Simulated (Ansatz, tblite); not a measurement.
Removing and adding an electron: the cluster SiW3 (the lowest singlet isomer of a short search). Charge 0, multiplicity 1. Geometry: PBE-D4/def2-SVP. Ansatz, gas phase; energy differences of separate SCF runs; the oxidised species was run as a doublet alone; the reduced species was run as a doublet alone.

```xyz
4

W    -0.487    0.153    1.352
W     1.128   -0.902    0.058
W    -1.038   -0.672   -0.748
Si    0.397    1.420   -0.662
```

In the def2 sets W takes a core potential; there is no spin–orbit coupling. The xTB rows come from tblite. HOMO above LUMO, or a gap near zero within one spin, warns that the state may not be the lowest or that an electron is smeared out. The structure comes from a short search, and lower isomers may exist.

```csv
level,−HOMO (eV),vertical IE (eV),−LUMO (eV),vertical EA (eV),HOMO–LUMO gap (eV),IE − EA (eV),remarks
GFN1-xTB,9.63,11.81,8.65,–,0.98,–,–
GFN2-xTB,10.91,14.19,10.23,7.19,0.68,7.01,–
PBE-D4/def2-TZVP,4.42,6.72,2.95,–,1.48,–,gap within one spin near zero (+1 doublet)
PBE-D4/def2-TZVPD,4.44,–,2.97,0.96,1.47,–,"HOMO above zero (-1 doublet), gap within one spin near zero (-1 doublet)"
r2SCAN-D4/def2-TZVP,4.50,6.59,2.81,–,1.69,–,–
r2SCAN-D4/def2-TZVPD,4.51,–,2.83,1.02,1.69,–,HOMO above zero (-1 doublet)
PBE0-D4/def2-TZVP,5.09,6.56,2.20,–,2.90,–,–
PBE0-D4/def2-TZVPD,5.11,–,2.23,0.97,2.88,–,HOMO above zero (-1 doublet)
```

   A HOMO above zero means that the electron is unbound at that level or that self-interaction error raises the level; the energy of removing that electron tells which. Raw xTB energy differences between charge states are shifted by several eV; the methods need an empirical correction for them.
